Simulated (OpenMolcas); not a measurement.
A calculation on neutral sulfur.

- Program: OpenMolcas
- Method: SS-CASPT2, IPEA 0.25 Eh, imaginary shift 0.1 Eh (closed shells correlated: 2s 2p 3s)
- Basis: ANO-RCC-VQZP [6s5p3d2f1g]
- Scalar Hamiltonian: DKH2, point nucleus
- Active space: 4 electrons in 3 orbitals (3p)
- State averaging: 2S+1 = 3 even, 3 roots; 2S+1 = 1 even, 6 roots
- Spin-orbit coupling: RASSI with atomic mean-field integrals over the reference wave functions, term energies averaged over their components

(1) Which level of the active space comes out lowest?

(2) How high does 3s² 3p⁴ ¹S₀ lie?

(3) How high does 3s² 3p⁴ ¹D₂ lie?

(4) How high does 3s² 3p⁴ ³P₀ lie?

Measured values: NIST Handbook of Basic Atomic Spectroscopic Data.

Results:

(1) 3s² 3p⁴ ³P₂, with 100 % of that term; it is also the measured ground level.

(2) 23040 cm⁻¹ above the lowest level; measured 22180 cm⁻¹ above the ground level, so the calculation is off by +4 %.

(3) 9230 cm⁻¹ above the lowest level; measured 9239 cm⁻¹ above the ground level, so the calculation is off by 0 %.

(4) 544 cm⁻¹ above the lowest level; measured 574 cm⁻¹ above the ground level, so the calculation is off by -5 %.

CASPT2 breaks the degeneracy within a term, and the mean is taken; among the terms shown or strongly mixed into the levels shown the widest spread is 170 cm-1 (3s² 3p⁴ ¹D). With the s shell closed, the reference lacks s² → p² mixing. Measured partners are found by configuration, term and J. A level has none where our copy of the source lacks it or the pairing is in doubt (some pairs that miss far off the trend of their configuration count as doubtful), and it then counts in no deviation. Levels of configurations outside the active space are missing.
